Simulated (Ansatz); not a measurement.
System: C2H8AlN (charge 0, singlet). SMILES: [CH3][Al]([CH3])[NH2]
Structure (B3LYP-D3(BJ)/def2-TZVP (Ansatz, an electronic-structure program) minimum search):
```xyz
12

C     -1.5296    -1.1936    -0.1710
Al    -0.0037     0.0198     0.0040
C      1.8556    -0.5612    -0.1885
N     -0.3219     1.7331     0.3551
H     -1.4702    -2.0125     0.5525
H     -2.4876    -0.6905    -0.0206
H     -1.5540    -1.6587    -1.1614
H      2.5679     0.2582    -0.0680
H      2.1089    -1.3288     0.5492
H      2.0314    -1.0088    -1.1716
H      0.3858     2.4428     0.4645
H     -1.2370     2.1393     0.4744
```

Wanted: atomisation energy (electronic, to ground-state atoms), in eV. Correlated levels leave the core frozen unless marked. UHF or UKS for open shells. No spin-orbit coupling. Non-relativistic. The coupled-cluster limit lacks core correlation, which all-electron functionals hold. CBS(X,Y): correlation extrapolated as X^-3; Hartree-Fock from the larger set.

```csv
level,program,atomisation energy (eV)
PBE/def2-TZVPD,Ansatz,44.93
revPBE-D3(BJ)/def2-TZVPD,Ansatz + dftd3,44.10
PBE0/def2-TZVP,Ansatz,44.38
BHLYP/def2-TZVPD,Ansatz,43.51
```

Problem. Estimate the value at CCSD(T)/CBS(aug-cc-pV(T+d)Z,aug-cc-pV(Q+d)Z) as computed with Ansatz.

Solution. 44.73 eV
